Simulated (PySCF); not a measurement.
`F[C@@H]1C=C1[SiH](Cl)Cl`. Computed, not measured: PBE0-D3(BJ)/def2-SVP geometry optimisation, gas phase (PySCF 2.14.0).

```
atom  x, y, z in Å
F1    -1.4458   -0.1825   -2.0715
C2    -1.4310   -0.1538   -0.7043
C3    -1.0797    1.0853   -0.0252
C4    -0.1518    0.1524   -0.0158
Si5    1.5325   -0.4079    0.4506
Cl6    2.4720    1.1053    1.4731
Cl7    1.3266   -2.0556    1.6632
H8    -2.1536   -0.8833   -0.3142
H9    -1.3632    2.0993    0.2517
H10    2.3481   -0.7803   -0.7260
```

(1) Work out the bond lengths C2–C4, C2–H8, C3=C4, C3–H9, Si5–Cl7, Si5–H10 in bohr.

(2) How far apart are these pairs, which share no bond: F1···Si5, C3···Cl7, C4···Cl6, Cl6···H9, Cl7···H8, H8···H10, H9···H10?

(3) Give the dihedral angles H8–C2–C4–C3, H9–C3–C4–Si5, C2–C4–Si5–Cl7.

(4) What is the repulsion energy of the bare nuclei, Σ ZA·ZB/RAB?

(5) What are the angles C3–C2–C4, F1–C2–H8, C3–C2–H8, C3–C4–Si5, C4–Si5–Cl7?

Results:

(1) For C2–C4 the difference vector is (1.2792, 0.3062, 0.6885) Å, of length 1.4846 Å. 1 bohr = 0.529177 Å. C2–C4 2.806; C2–H8 2.076; C3=C4 2.487; C3–H9 2.057; Si5–Cl7 3.886; Si5–H10 2.795 bohr.

(2) F1···Si5 3.909 Å (3 bonds apart); C3···Cl7 4.302 Å (3 bonds apart); C4···Cl6 3.164 Å (2 bonds apart); Cl6···H9 4.146 Å (4 bonds apart); Cl7···H8 4.171 Å (4 bonds apart); H8···H10 4.522 Å (4 bonds apart); H9···H10 4.798 Å (4 bonds apart).

(3) H8–C2–C4–C3 -110° (anticlinal); H9–C3–C4–Si5 1° (synperiplanar); C2–C4–Si5–Cl7 -63° (synclinal). Dihedral signs follow IUPAC: positive where, seen along the central bond, the front bond turns clockwise onto the rear one.

(4) 481.38 Eh over 45 pairs, with full nuclear charges and distances in bohr; the largest single term is 61.32 Eh (Si5 with Cl6).

(5) From the scalar product of the two bond vectors; for C3–C2–C4 it is 1.2964 Å² over 1.4560 × 1.4846 Å², cos θ = 0.5997. C3–C2–C4 53.2°; F1–C2–H8 109.5°; C3–C2–H8 123.9°; C3–C4–Si5 149.9°; C4–Si5–Cl7 107.6°.

No PBE0-D3(BJ)/def2-SVP frequencies stand behind this structure, so it isn't proved a minimum. The numbers are those of one conformer.
